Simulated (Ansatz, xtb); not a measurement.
## Relative energy of two isomers of C6H6O3

Structure X is `O=CC1C(=O)CCC1=O`, a singlet and structure Y is `Oc1ccc(O)c(O)c1`, a singlet. Both are isolated molecules in the gas phase, relaxed with PBE-D3(BJ)/def2-SVP; the shapes shown needn't be the lowest conformers.

X (Å):

```
atom    x (Å)    y (Å)    z (Å)
   C  -1.9871   1.5521   2.1614
   C  -0.6747   1.4563   1.3797
   C  -0.9388   1.8569  -0.0924
   C  -1.4922   0.6258  -0.8089
   C  -1.0798  -0.5893   0.0397
   C  -0.2909  -0.0357   1.2253
   O  -3.0175   0.9831   1.8556
   O  -0.7163   2.9440  -0.5733
   O   0.5088  -0.6281   1.9124
   H  -1.9246   2.2123   3.0723
   H   0.1084   2.0638   1.8666
   H  -1.1232   0.6153  -1.8528
   H  -2.5956   0.7438  -0.8448
   H  -1.9648  -1.1116   0.4602
   H  -0.4652  -1.3438  -0.4883
```

Y (Å):

```
atom    x (Å)    y (Å)    z (Å)
   C  -2.1614   0.2074  -0.0929
   C  -1.6586   0.5658   1.1707
   C  -1.2934  -0.4395   2.0824
   C  -1.4246  -1.7904   1.7462
   C  -1.9309  -2.1528   0.4735
   C  -2.2963  -1.1530  -0.4385
   O  -2.5059   1.2124  -0.9522
   O  -1.0988  -2.8558   2.5587
   O  -2.0580  -3.4655   0.1480
   H  -2.8334   0.8091  -1.7764
   H  -1.5591   1.6294   1.4259
   H  -0.8989  -0.1624   3.0738
   H  -0.7620  -2.5218   3.4085
   H  -1.7462  -3.9694   0.9286
   H  -2.6874  -1.4590  -1.4214
```

Question: Estimate which is lower in electronic energy at CCSD(T)/def2-SVP + ΔMP2/def2-TZVPP, and by roughly how much.

Answer: The CCSD(T)/def2-SVP + ΔMP2/def2-TZVPP calculation puts structure Y lower, by 52.0 kJ/mol.

How the difference moves with the method:

| level | geometry | E(Y) − E(X) (kJ/mol) | departure from the last row (kJ/mol) | job, with rough time for the two |
| --- | --- | --- | --- | --- |
| GFN2-xTB | GFN2-xTB | −59.5 | −7.4 | optimisation, 0.26 s |
| HF/STO-3G | GFN2-xTB | +11.4 | +63.4 | single point, 0.5 s |
| r2SCAN-D4/def2-SVP | GFN2-xTB | −36.3 | +15.7 | single point, 4.3 s |
| PBE-D3(BJ)/def2-SVP | PBE-D3(BJ)/def2-SVP | −44.9 | +7.2 | optimisation, 49 s |
| HF/def2-SVP | PBE-D3(BJ)/def2-SVP | −28.9 | +23.2 | part of the CCSD(T) run |
| MP2/def2-SVP | PBE-D3(BJ)/def2-SVP | −32.9 | +19.1 | part of the CCSD(T) run |
| CCSD(T)/def2-SVP | PBE-D3(BJ)/def2-SVP | −13.0 | +39.0 | single point |
| CCSD(T)/def2-SVP + ΔMP2/def2-TZVPP | PBE-D3(BJ)/def2-SVP | −52.0 |  | single point, 2.6 min |

As drawn, Y has 3 C–O, 6 C∷C, 3 O–H in place of 3 C=O, 6 C–C, 3 C–H (∷ is an aromatic bond). Structure X has a 5-membered ring, Y a 6-membered ring (with an aromatic ring).

HF/STO-3G puts the two in the other order. The largest departure from CCSD(T)/def2-SVP + ΔMP2/def2-TZVPP is that of HF/STO-3G, 63.4 kJ/mol. The last row adds to CCSD(T) the change of the MP2 difference between the two basis sets, here −39.0 kJ/mol, a large step that makes the value less sure.

With thermal terms from frequencies at re-optimised GFN2-xTB minima (ideal gas, soft modes damped towards free rotors, one conformer each, 298.15 K, 1 atm): the zero-point term adds +2.4 kJ/mol; ΔH is −51.1 and ΔG −44.3 kJ/mol.

The correlated steps freeze 9 core orbitals. Codes used: Ansatz 0.2.0, xtb 6.7.1; the last row on 4 threads of Arm Neoverse V1 on a shared host.
